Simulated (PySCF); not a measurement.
Constitutional and geometric isomers with formula C3H4S. All species are isolated molecules in the gas phase. One relaxed conformer stands for each flexible species; it need not be the lowest. Strings in code marks are SMILES.

Computed with PBE-D3(BJ)/def2-TZVP // PBE0-D3(BJ)/def2-TZVP (PySCF). All candidates: neutral, multiplicity 1. Delta-SCF ions had no search for a lower state. Excitations are Tamm–Dancoff values on a coarser integration grid. The basis has no diffuse functions, so Rydberg states are missing or too high.

```
Property                                  Result
--------------------------------------  --------
LUMO                                    -1.30 eV
vertical ionisation energy (Delta-SCF)   8.39 eV
S1 excitation (TDA)                      4.16 eV
```

Question: Identify which member has these values.
A. `C=C=CS`
B. `C#CSC`
C. `C=CC=S` (C–C–C–S torsion 180°)
D. `CC#CS`

Answer: A, `C=C=CS`. The others give `CC#CS`: -0.94 eV, 8.48 eV, 4.51 eV; `C=CC=S` (C–C–C–S torsion 180°): -3.57 eV, 8.58 eV, 1.92 eV; `C#CSC`: -1.18 eV, 8.54 eV, 4.32 eV
